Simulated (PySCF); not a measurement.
A series of related molecules.

All values: PBE0/pcSseg-1 (PySCF) at GFN2-xTB geometries, gas phase, one conformer each.

**Question.** Rank by HOMO–LUMO gap, lowest first.
A. `C=CC[C@@H]1CS[C@H]1O[SiH3]`
B. `CC[C@@H]1CS[C@@H]1O[SiH3]`
C. `O=C[C@@H]1CS[C@H]1O[SiH3]`

**Answer.** C (5.64 eV), A (6.34 eV), B (6.56 eV).

**Question.** Rank by dipole moment, lowest first.
A. `[CH3:1][CH2:2][CH2:3][C@@H:4]1[CH2:5][S:6][C@H:7]1[O:8][SiH3:9]` with C1–C2–C3–C4 -178°, C2–C3–C4–C5 179°, S6–C7–O8–Si9 -58°, C3–C4–C5–S6 -136°, C4–C5–S6–C7 11°, C5–S6–C7–O8 -130°, C3–C4–C7–S6 136°
B. `[SiH3:1][O:2][C@@H:3]1[S:4][CH2:5][C@H:6]1[SH:7]` with Si1–O2–C3–S4 -177°, C5–C6–S7–H -76°, O2–C3–S4–C5 -135°, C3–S4–C5–C6 15°, S4–C5–C6–S7 -137°, O2–C3–C6–C5 136°
C. `[CH2:1]=[CH:2][CH2:3][C@@H:4]1[CH2:5][S:6][C@H:7]1[O:8][SiH3:9]` with C1–C2–C3–C4 119°, C2–C3–C4–C5 -66°, S6–C7–O8–Si9 -62°, C3–C4–C5–S6 -135°, C4–C5–S6–C7 11°, C5–S6–C7–O8 -129°, C3–C4–C7–S6 135°
D. `[O:1]=[CH:2][C@@H:3]1[CH2:4][S:5][C@H:6]1[O:7][SiH3:8]` with O1–C2–C3–C4 -6°, S5–C6–O7–Si8 -72°, C2–C3–C4–S5 -132°, C3–C4–S5–C6 10°, C4–S5–C6–O7 -129°, C2–C3–C6–S5 135°
E. `[O:1]=[S:2](=[O:3])([OH:4])[C@@H:5]1[CH2:6][S:7][C@H:8]1[O:9][SiH3:10]` with O1–S2–O4–H -7°, O1–S2–C5–C6 180°, S7–C8–O9–Si10 -73°, S2–C5–C6–S7 -125°, C5–C6–S7–C8 9°, C6–S7–C8–O9 -127°, S2–C5–C8–S7 126°

**Answer.** C (1.36 D), A (1.54 D), B (2.05 D), D (2.30 D), E (2.68 D).

All values together:

```json
{"SMILES": "[SiH3]O[C@@H]1CCS1", "change": "parent", "formula": "C3H8OSSi", "μ (D)": "1.31", "HOMO (eV)": "-6.52", "LUMO (eV)": "-0.19", "lowest IAO charge (e)": "-0.614 (O)", "highest IAO charge (e)": "+0.863 (Si)", "lowest Hirshfeld charge (e)": "-0.215 (O)", "highest Hirshfeld charge (e)": "+0.381 (Si)"}
{"SMILES": "O=C[C@@H]1CS[C@H]1O[SiH3]", "change": "H on C replaced by CHO", "formula": "C4H8O2SSi", "μ (D)": "2.30", "HOMO (eV)": "-6.72", "LUMO (eV)": "-1.08", "lowest IAO charge (e)": "-0.611 (O)", "highest IAO charge (e)": "+0.865 (Si)", "lowest Hirshfeld charge (e)": "-0.213 (O)", "highest Hirshfeld charge (e)": "+0.390 (Si)"}
{"SMILES": "CC[C@@H]1CS[C@@H]1O[SiH3]", "change": "H on C replaced by C2H5", "formula": "C5H12OSSi", "μ (D)": "1.35", "HOMO (eV)": "-6.57", "LUMO (eV)": "-0.01", "lowest IAO charge (e)": "-0.621 (O)", "highest IAO charge (e)": "+0.861 (Si)", "lowest Hirshfeld charge (e)": "-0.205 (O)", "highest Hirshfeld charge (e)": "+0.377 (Si)"}
{"SMILES": "O=S(=O)(O)[C@@H]1CS[C@H]1O[SiH3]", "change": "H on C replaced by SO3H", "formula": "C3H8O4S2Si", "μ (D)": "2.68", "HOMO (eV)": "-6.99", "LUMO (eV)": "-0.68", "lowest IAO charge (e)": "-0.874 (O)", "highest IAO charge (e)": "+2.153 (S)", "lowest Hirshfeld charge (e)": "-0.313 (O)", "highest Hirshfeld charge (e)": "+0.559 (S)"}
{"SMILES": "OC[C@@H]1CS[C@@H]1O[SiH3]", "change": "H on C replaced by CH2OH", "formula": "C4H10O2SSi", "μ (D)": "1.93", "HOMO (eV)": "-6.69", "LUMO (eV)": "-0.24", "lowest IAO charge (e)": "-0.620 (O)", "highest IAO charge (e)": "+0.855 (Si)", "lowest Hirshfeld charge (e)": "-0.231 (O)", "highest Hirshfeld charge (e)": "+0.387 (Si)"}
{"SMILES": "CCC[C@@H]1CS[C@H]1O[SiH3]", "change": "H on C replaced by nPr", "formula": "C6H14OSSi", "μ (D)": "1.54", "HOMO (eV)": "-6.44", "LUMO (eV)": "-0.10", "lowest IAO charge (e)": "-0.614 (O)", "highest IAO charge (e)": "+0.864 (Si)", "lowest Hirshfeld charge (e)": "-0.211 (O)", "highest Hirshfeld charge (e)": "+0.382 (Si)"}
{"SMILES": "C=CC[C@@H]1CS[C@H]1O[SiH3]", "change": "H on C replaced by allyl", "formula": "C6H12OSSi", "μ (D)": "1.36", "HOMO (eV)": "-6.47", "LUMO (eV)": "-0.13", "lowest IAO charge (e)": "-0.613 (O)", "highest IAO charge (e)": "+0.865 (Si)", "lowest Hirshfeld charge (e)": "-0.214 (O)", "highest Hirshfeld charge (e)": "+0.382 (Si)"}
{"SMILES": "[SiH3]O[C@@H]1SC[C@H]1S", "change": "H on C replaced by SH", "formula": "C3H8OS2Si", "μ (D)": "2.05", "HOMO (eV)": "-6.68", "LUMO (eV)": "-0.19", "lowest IAO charge (e)": "-0.611 (O)", "highest IAO charge (e)": "+0.865 (Si)", "lowest Hirshfeld charge (e)": "-0.214 (O)", "highest Hirshfeld charge (e)": "+0.385 (Si)"}
```

Conformers: `[SiH3:1][O:2][C@@H:3]1[CH2:4][CH2:5][S:6]1` with Si1–O2–C3–C4 165°, O2–C3–C4–C5 -129°, C3–C4–C5–S6 9°, C4–C5–S6–C3 -8°, O2–C3–S6–C5 126°; `[O:1]=[CH:2][C@@H:3]1[CH2:4][S:5][C@H:6]1[O:7][SiH3:8]` with O1–C2–C3–C4 -6°, S5–C6–O7–Si8 -72°, C2–C3–C4–S5 -132°, C3–C4–S5–C6 10°, C4–S5–C6–O7 -129°, C2–C3–C6–S5 135°; `[CH3:1][CH2:2][C@@H:3]1[CH2:4][S:5][C@@H:6]1[O:7][SiH3:8]` with C1–C2–C3–C4 -68°, S5–C6–O7–Si8 61°, C2–C3–C4–S5 -137°, C3–C4–S5–C6 13°, C4–S5–C6–O7 104°, C2–C3–C6–S5 137°; `[O:1]=[S:2](=[O:3])([OH:4])[C@@H:5]1[CH2:6][S:7][C@H:8]1[O:9][SiH3:10]` with O1–S2–O4–H -7°, O1–S2–C5–C6 180°, S7–C8–O9–Si10 -73°, S2–C5–C6–S7 -125°, C5–C6–S7–C8 9°, C6–S7–C8–O9 -127°, S2–C5–C8–S7 126°; `[OH:1][CH2:2][C@@H:3]1[CH2:4][S:5][C@@H:6]1[O:7][SiH3:8]` with H–O1–C2–C3 59°, O1–C2–C3–C4 46°, S5–C6–O7–Si8 65°, C2–C3–C4–S5 -134°, C3–C4–S5–C6 11°, C4–S5–C6–O7 107°, C2–C3–C6–S5 134°; `[CH3:1][CH2:2][CH2:3][C@@H:4]1[CH2:5][S:6][C@H:7]1[O:8][SiH3:9]` with C1–C2–C3–C4 -178°, C2–C3–C4–C5 179°, S6–C7–O8–Si9 -58°, C3–C4–C5–S6 -136°, C4–C5–S6–C7 11°, C5–S6–C7–O8 -130°, C3–C4–C7–S6 136°; `[CH2:1]=[CH:2][CH2:3][C@@H:4]1[CH2:5][S:6][C@H:7]1[O:8][SiH3:9]` with C1–C2–C3–C4 119°, C2–C3–C4–C5 -66°, S6–C7–O8–Si9 -62°, C3–C4–C5–S6 -135°, C4–C5–S6–C7 11°, C5–S6–C7–O8 -129°, C3–C4–C7–S6 135°; `[SiH3:1][O:2][C@@H:3]1[S:4][CH2:5][C@H:6]1[SH:7]` with Si1–O2–C3–S4 -177°, C5–C6–S7–H -76°, O2–C3–S4–C5 -135°, C3–S4–C5–C6 15°, S4–C5–C6–S7 -137°, O2–C3–C6–C5 136°.

**Question.** Give the shifts from the parent, `[SiH3]O[C@@H]1CCS1`.

**Answer.** 
```json
{"SMILES": "O=C[C@@H]1CS[C@H]1O[SiH3]", "change in μ (D)": "+0.99", "change in HOMO (eV)": "-0.20", "change in LUMO (eV)": "-0.89"}
{"SMILES": "CC[C@@H]1CS[C@@H]1O[SiH3]", "change in μ (D)": "+0.04", "change in HOMO (eV)": "-0.05", "change in LUMO (eV)": "+0.18"}
{"SMILES": "O=S(=O)(O)[C@@H]1CS[C@H]1O[SiH3]", "change in μ (D)": "+1.37", "change in HOMO (eV)": "-0.47", "change in LUMO (eV)": "-0.49"}
{"SMILES": "OC[C@@H]1CS[C@@H]1O[SiH3]", "change in μ (D)": "+0.62", "change in HOMO (eV)": "-0.17", "change in LUMO (eV)": "-0.05"}
{"SMILES": "CCC[C@@H]1CS[C@H]1O[SiH3]", "change in μ (D)": "+0.23", "change in HOMO (eV)": "+0.08", "change in LUMO (eV)": "+0.09"}
{"SMILES": "C=CC[C@@H]1CS[C@H]1O[SiH3]", "change in μ (D)": "+0.05", "change in HOMO (eV)": "+0.05", "change in LUMO (eV)": "+0.06"}
{"SMILES": "[SiH3]O[C@@H]1SC[C@H]1S", "change in μ (D)": "+0.74", "change in HOMO (eV)": "-0.16", "change in LUMO (eV)": "0.00"}
```
